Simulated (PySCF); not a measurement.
# Excitation energy of Nb²⁺ by level of theory

Nb²⁺ [Kr] 4d3 (4F) → Nb²⁺ [Kr] 4d2 5s1 (4F), as a difference of total energies. Calculation: PySCF 2.14, in ANO-RCC-VTZP (7s6p4d2f1g, 68 functions); scalar relativity by spin-free X2C-1e. Correlated levels: valence and next inner shell: [Ar] 3d10 frozen. The calculations carry no spin-orbit coupling.

```csv
method,excitation energy (cm⁻¹)
UHF,26223
MP2 (valence and next inner shell),26700
SCS-MP2 (valence and next inner shell),26659
CCSD (valence and next inner shell),26670
CCSD(T) (valence and next inner shell),26560
```

A first-order spin-orbit estimate (lowest level to lowest level, LS coupling) adds -0.014 eV.

The basis was made for the ground configuration and has no added diffuse functions, so the excitation energy can come out too high.
